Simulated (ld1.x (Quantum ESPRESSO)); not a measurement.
# ruthenium: excitation energies, all-electron against TM

Ru, norm-conserving Troullier–Martins (Kleinman–Bylander form), made with ld1.x (Quantum ESPRESSO) 7.5 (PBE, scalar-relativistic). Core [Kr], reference 4d7 5s1 5p0. Waves: 5s (bound): rc 3.00 bohr; 5p (bound, empty): rc 3.00 bohr; 4d (bound): rc 1.45 bohr. Local part: the d channel. Core correction: none.

Energies are relative to the spin-unpolarised reference configuration 4d7 5s1 5p0; without spin polarisation the order of configurations can differ from experiment. Not all tests gave a result: 1 of 7 tests not solved or not reliable. Left out of the table: 4d6 5s1 5p1 (solver errors, printed error -2.2 eV).

```csv
valence configuration,charge,ΔE all-electron (eV),error AE − PS (meV)
4d7 5s0 5p0,+1,7.292,+10
4d5 5s0 5p0,+3,56.101,-17
4d6 5s2 5p0,0,1.701,-39
4d6 5s1 5p0,+1,10.112,-15
```

Task: What are ΔE and the potential's error for 4d7 5s0.5 5p0?

Result: ΔE = 2.863 eV all-electron; the error (AE − PS) is +1.2 meV.

Task: What are ΔE and the potential's error for 4d6 5s0 5p0?

Result: ΔE = 25.479 eV all-electron; the error (AE − PS) is +47 meV.

Note: ghost states, extra bound levels that the all-electron valence spectrum of the same l lacks: s at -99.9 eV, p at -31.0 eV. A true bound ghost makes a file unfit for plane-wave use.
